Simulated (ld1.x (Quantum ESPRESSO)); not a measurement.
Plane-wave convergence, PAW potential for cobalt

ld1.x (Quantum ESPRESSO) 7.5 input, shortened:

```
&input
   title='Co', zed=27., rel=1, dft='PZ', iswitch=3,
   config='[Ar] 3d6 4s0 4p0 4f-2'
 /
 &inputp
   pseudotype=3, lpaw=.true., tm=.true., lloc=-2, rcloc=1.45,
   nlcc=.true., rcore=0.90,
   which_augfun='BESSEL', rmatch_augfun=0.85
 /
7
3S  1  0   2.00   0.00  1.00  1.20  0.0
4S  2  0   0.00   0.00  1.00  1.20  0.0
3P  2  1   6.00   0.00  1.10  1.45  0.0
4P  3  1   0.00   0.00  1.10  1.45  0.0
3D  3  2   6.00   0.00  1.35  1.75  0.0
3D  3  2   0.00  -2.80  1.35  1.75  0.0
4F  4  3  -2.00   0.20  1.25  1.65  0.0
 &test
   configts(1)='3s2 3p6 3d6 4s0 4p0'
 /
```

The pseudo-atom Hamiltonian at the reference potential is diagonalised in spherical Bessel functions j_l(qr) that vanish at 20 bohr, with q² up to the cutoff. All-electron valence levels (Ry): 3s -10.3090, 4s -2.3857, 3p -7.6212, 4p -1.8185, 3d -3.3424.

How do the lowest levels (Ry) of each channel move with the cutoff, and are there ghosts?

```csv
cutoff (Ry),s #1,s #2,p #1,p #2,p #3,d #1,d #2,f #1,Σ f·Δε (mRy)
8,-9.0564,-2.0394,-6.1206,-1.3893,-0.6734,-2.2178,-0.8266,-0.6136,18256.5
18,-10.1529,-2.2893,-7.4594,-1.6022,-0.7429,-3.2195,-0.9827,-0.6170,2020.3
30,-10.2919,-2.3455,-7.6105,-1.6675,-0.7640,-3.3364,-1.0325,-0.6176,133.9
50,-10.3084,-2.3811,-7.6204,-1.7817,-0.8033,-3.3421,-1.0566,-0.6177,7.7
70,-10.3088,-2.3855,-7.6211,-1.8165,-0.8159,-3.3423,-1.0568,-0.6177,1.4
110,-10.3090,-2.3857,-7.6212,-1.8183,-0.8165,-3.3424,-1.0569,-0.6177,0.3
400,-10.3090,-2.3857,-7.6212,-1.8185,-0.8166,-3.3424,-1.0569,-0.6177,0.0
```

Result: no extra level below or beside the all-electron valence levels (s, p, d, f tested); 10 mRy is reached at 45 Ry and 1 mRy at 90 Ry.

Test run stopped at test 2 of 9 (negative rho), 1 before it not solved.
